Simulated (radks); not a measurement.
Results of a calculation; reference values are marked as such.
Radial electron density D(r) = 4 pi r^2 rho(r) of an atom or ion with 37 electrons. Level of theory: scalar-relativistic Kohn-Sham, PBE, spin-polarised, spherical densities, finite nucleus; Fermi nuclear charge, rms radius of each element as measured or else 0.836 A^(1/3) + 0.57 fm (a radial shooting solver on a logarithmic mesh with Libxc functionals).

```
   r/bohr * D(r) (the largest magnitude, 79.9, reaches the edge; | marks zero)
 0.001319 | *
  0.00169 | *
 0.002183 |   *
 0.002797 |     *
 0.003613 |        *
 0.004668 |           *
 0.005981 |                *
 0.007726 |                       *
 0.009901 |                             *
  0.01279 |                                    *
  0.01639 |                                         *
  0.02117 |                                          *
  0.02735 |                                         *
  0.03505 |                                     *
  0.04527 |                                     *
  0.05801 |                                          *
  0.07494 |                                                   *
   0.0968 |                                                      *
    0.124 |                                              *
   0.1602 |                                     *
   0.2053 |                                      *
   0.2652 |                                            *
   0.3426 |                                     *
   0.4391 |                     *
   0.5672 |           *
   0.7268 |          *
   0.9388 |       *
    1.203 |  *
    1.554 |*
    2.007 *
    2.572 *
```

What is the nuclear charge?

Answer. Z = 49. The innermost maximum, from 1s, lies near gamma/Z bohr with gamma = sqrt(1 - (Z/c)^2) = 0.934, here 0.0191 bohr (found: 0.0208), and its height grows with Z. The density is that of the indium ion In12+ in [Kr] 4d1; the configuration itself is not fixed sharply by these data, and Z only to a few units. D(r) has 3 maxima, at r = 0.0208, 0.0915, 0.274 bohr, and minima at 0.0408, 0.178 bohr, inside which lie 1.99, 11.11 electrons.
